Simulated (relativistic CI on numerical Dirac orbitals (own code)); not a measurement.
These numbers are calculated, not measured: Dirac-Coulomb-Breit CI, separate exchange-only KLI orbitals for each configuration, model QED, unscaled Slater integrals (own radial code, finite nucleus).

CI space (outside the closed core [Ne]): 3s2 3p6 3d6, 3s2 3p5 3d7, 3s2 3p4 3d8, 3s 3p6 3d7, 3p6 3d8, 3s 3p5 3d8, 3s2 3p6 3d5 4s, 3s2 3p6 3d5 4p, 3s2 3p6 3d5 4d, 3s2 3p4 3d7 4s, 3s2 3p6 3d5 4f, 3s2 3p5 3d6 4s, 3s2 3p4 3d7 4p, 3s2 3p5 3d6 4p, 3s2 3p4 3d7 4d, 3s 3p5 3d7 4s, 3s2 3p6 3d4 4s2, 3s2 3p6 3d4 4s 4p, 3s 3p6 3d6 4s, 3s2 3p6 3d5 5s, 3p6 3d7 4s, 3s2 3p6 3d5 5p, 3s 3p6 3d6 4p, 3p6 3d7 4p, 3s2 3p5 3d5 4s2, 3s2 3p6 3d5 5f, 3p6 3d7 4d, 3s2 3p6 3d5 6s. Levels of other configurations are missing.

At this charge energies of transitions that change n are usually good to better than 1 %, and those within a shell (Δn = 0) to a few per cent. Terms inside the open d or f shell come out 10 to 20 % too wide with unscaled integrals.

Outline of the computed level scheme of Sb XXVIII. Lowest level of each configuration: 3s2 3p6 3d6 5D_4 at 0.000 eV; 3s2 3p5 3d7 5G°_6 at 197.471 eV.

Some strong electric-dipole decays among the lowest 45 levels: 3s2 3p5 3d7 5F°_5 → 3s2 3p6 3d6 5D_4 (1.2e+11 s⁻¹); 3s2 3p5 3d7 3D°_2 → 3s2 3p6 3d6 5D_2 (4.7e+10 s⁻¹); 3s2 3p5 3d7 3D°_2 → 3s2 3p6 3d6 5D_1 (4.7e+10 s⁻¹); 3s2 3p5 3d7 5D°_4 → 3s2 3p6 3d6 5D_3 (4.0e+10 s⁻¹); 3s2 3p5 3d7 5D°_4 → 3s2 3p6 3d6 5D_4 (3.4e+10 s⁻¹); 3s2 3p5 3d7 3D°_3 → 3s2 3p6 3d6 5D_2 (2.9e+10 s⁻¹); 3s2 3p5 3d7 5G°_3 → 3s2 3p6 3d6 5D_2 (2.0e+10 s⁻¹); 3s2 3p5 3d7 5G°_3 → 3s2 3p6 3d6 5D_3 (1.0e+10 s⁻¹).

LS names give the leading component of a level, which can be under half, so a name can repeat, a term be missing and a line seem to break the LS rules.
